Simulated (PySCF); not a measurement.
# Gas-phase XPS of (CH3CH2)3CF, computed

Species: (CH3CH2)3CF, C7H15F.
SMILES with atom numbers: `[CH3:1][CH2:2][C:3]([F:4])([CH2:5][CH3:6])[CH2:7][CH3:8]`

Method used: delta-SCF UKS SCAN, pcX-2 on the ionised atom, pcseg-1 elsewhere, spin-free X2C in PySCF. Vertical ΔSCF values, vacuum level as zero.

Give the core binding energies atom by atom.

| atom(s) | bonded to | level | binding energy (eV) | above the level's lowest (eV) | count |
| --- | --- | --- | --- | --- | --- |
| C1/C6/C8 | C and 3 H | C 1s | 290.49 | 0.00 | 3 |
| C2/C5/C7 | 2 C and 2 H | C 1s | 290.51 | +0.02 | 3 |
| C3 | F and 3 C | C 1s | 292.38 | +1.89 | 1 |
| F4 | C | F 1s | 691.48 | 0.00 | 1 |

Lowest listed C 1s: C1/C6/C8, bonded to C and 3 H. Highest, 1.89 eV above it: C3, bonded to F and 3 C. The values 290.49 and 290.51 eV lie too close for their order to be trusted.

Which photon energy gives electrons from C 1s of C3 a kinetic energy of 200 eV, and what is their de Broglie wavelength?

hν = 292.38 + 200 = 492.38 eV, recoil neglected; λ = 12.264 Å/√(E/eV) = 0.87 Å.

Express the binding energy of C 1s of C3 in atomic units and per mole.

292.38 eV = 10.7448 Eh = 28210 kJ/mol.

One atom of each set of topologically equivalent atoms was ionised and stands for the set; in this conformer not all members are related by symmetry, and their own values weren't computed. Geometry: PBE0-D3(BJ)/def2-SVP, one conformer, isolated molecule.

On one thread of an Arm Neoverse V1, on a shared host, this took 1.7 min of wall time.

Shape of the structure used: `[CH3:1][CH2:2][C:3]([F:4])([CH2:5][CH3:6])[CH2:7][CH3:8]`: C1–C2–C3–F4 -60°, C2–C3–C5–C6 176°, C2–C3–C7–C8 64°.
